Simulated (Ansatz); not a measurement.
A geometry relaxed with PBE0-D3(BJ)/def2-SVP (Ansatz, a program for electronic structure), charge 0, multiplicity 1:

```xyz
26

C      6.0324    -0.2124     1.5949
Ge    -1.2512     4.3891    -6.1042
H      4.0877     4.0119    -2.2352
Ge     1.2101     2.8423    -3.3354
H      1.9569     3.7182    -6.3898
H      6.6423     2.2445     0.4535
H      6.8467     0.2170    -1.0252
Ge    -1.4124     5.7654    -8.0926
N     -3.1925     5.8662    -8.5609
H     -0.7330     7.1336    -7.8160
H     -0.6836     5.0963    -9.2734
H      4.3768     2.0342    -3.7253
H     -3.7824     6.2821    -7.8442
H      2.8917     1.7824     0.5332
N      6.0114    -0.8968     2.5314
Ge     1.0303     4.2718    -5.2871
H     -1.7479     2.9596    -6.3965
H      1.5357     5.6814    -4.9157
H      0.6677     1.4355    -3.6603
H     -2.1355     4.9752    -4.9826
Ge     3.5108     2.6275    -2.5951
Ge     3.6741     1.1848    -0.6505
H      0.3692     3.4186    -2.1781
Ge     5.9860     0.9215     0.0334
H      3.1103    -0.2128    -0.9658
H     -3.3613     6.3605    -9.4344
```

Question: Write the SMILES of this molecule.

Answer: `N#[C][GeH2][GeH2][GeH2][GeH2][GeH2][GeH2][GeH2][NH2]`
